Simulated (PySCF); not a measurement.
NMR data simulated for an unnamed compound:

1H NMR (300 MHz, computed): δ 7.20 (m, 1H), 6.81 (m, 1H), 5.12 (s, 3H), 2.97 (q, 2H), 1.25 (t, 3H).

13C{1H} NMR (computed): δ 157.9 (C), 136.4 (CH), 126.4 (CH), 26.9 (CH2), 18.2 (CH3).

[PySCF 2.14: σ from GIAO-PBE0/pcSseg-1; geometry from GFN2-xTB; one averaged value for each set of equivalent atoms; single conformer; gas phase; non-relativistic Hamiltonian]

Scale: 1H (σ = 31.72 ppm), 13C (σ = 186.93 ppm) vs TMS (reference shieldings calculated alike).

Q: Which of these does the molecule contain: a CH3CH2 unit, a heteroaromatic ring, a Si–H bond, an amide, an NH or NH2 group, a ketone?

A: 
- A CH3CH2 unit: yes (δC 18.2, 26.9; δH 1.25 (t), 2.97 (q)).
- A heteroaromatic ring: yes.
- A Si–H bond: yes (δH 5.12 (s)).
- An amide: no.
- An NH or NH2 group: no.
- A ketone: no.

The data belong to `CCc1nccn1[SiH3]`, C₅H₁₀N₂Si; they needn't prove each group on their own.

Carbon signals by region: 3 in the sp2 and nitrile region (100–160 ppm), 2 below 50 ppm.

Shifts are as computed. Against solution values, carbons near 30 ppm lie about +3 ppm off and those near 130 ppm about +5 ppm. Of 1211 compounds with measured shifts, 218 miss one by over three times the rms of a fit or turn the order of signals round; such compounds aren't used in these exercises. No couplings were computed; multiplicities are counted from neighbouring protons, with m where these are inequivalent, close in shift, in a saturated or five-membered ring or joined by F or P, and br s for small geminal =CH2 splittings.
